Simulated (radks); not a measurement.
The numbers below are computed, except where a source is named.
Problem. Orbital eigenvalues (eV) of the ytterbium ion Yb+, [Xe] 4f14 6s1, of relativity; Dirac values are averaged over j with weights 2j + 1. Spin-unpolarised spherical Kohn-Sham, PBEsol, point nucleus unless stated (finite: rms radius 5.3108 fm), a radial shooting solver on a logarithmic mesh with Libxc functionals. A level marked "c x" has the speed of light scaled by that factor.

shell       non-rel.
3s           -2061.0
3p           -1876.0
3d           -1530.8
4s           -396.44
4p           -321.23
4d           -185.35
5s           -52.165
5p           -32.587
4f           -14.030
6s           -8.5179
5d (empty)   -7.1195
6p (empty)   -5.5291

Give the values at the level "Dirac, c x 0.75".

Solution. 
shell       Dirac, c x 0.75  change of magnitude (%)
3s                  -2637.7                   +27.98
3p                  -2084.6                   +11.12
3d                  -1506.3                    -1.60
4s                  -541.09                   +36.49
4p                  -372.76                   +16.04
4d                  -183.30                    -1.11
5s                  -73.468                   +40.84
5p                  -37.391                   +14.74
4f                  -7.0449                   -49.79
6s                  -10.290                   +20.80
5d (empty)          -6.1751                   -13.26
6p (empty)          -5.5861                    +1.03
